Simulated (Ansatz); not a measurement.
Stepwise reaction of `C[SiH](O)[GeH2][OH]` with hydrogen, as a gas-phase model of exchange steps in deposition or etching. ΔE in kJ/mol.

Isolated molecules relaxed with PBE0-D4/def2-TZVP in Ansatz; ΔE leaves out vibrations. CCSD(T)/CBS is the MP2 limit (def2-TZVPP, def2-QZVPP) plus CCSD(T) − MP2 in def2-TZVPP, frozen cores. This one scheme is used for every species. DFT in def2-TZVPP. B3LYP here is the variant with VWN-RPA as its local correlation; programs differ in this. For Ge outer-core shells are correlated without core-valence functions, which leaves a few kJ/mol of doubt a bond. Scalar relativity is left out up to krypton. One conformer a species, not always the lowest.

```json
{"step": "1", "reaction": "`C[SiH](O)[GeH2][OH]` + H₂ → `C[SiH2][GeH2][OH]` + H₂O", "PBE-D4": "59.0", "B3LYP-D4": "66.6", "ωB97M-V": "66.1", "CCSD(T)/CBS": "63.2"}
{"step": "2", "reaction": "`C[SiH2][GeH2][OH]` + H₂ → `C[SiH2][GeH3]` + H₂O", "PBE-D4": "-4.8", "B3LYP-D4": "-2.5", "ωB97M-V": "-5.3", "CCSD(T)/CBS": "-8.0"}
```

Question: By hand: ΔE of the 2 steps together at CCSD(T)/CBS.

Answer: (63.2) + (-8.0) = 55.2 kJ/mol, or 27.6 kJ/mol a step.

In ΔE each step is lower than the one before. PBE-D4 differs from CCSD(T)/CBS by -4.2 to 3.2 kJ/mol a step. Isolated molecules leave out the surface, adducts and barriers. Largest T1 diagnostic: 0.012.
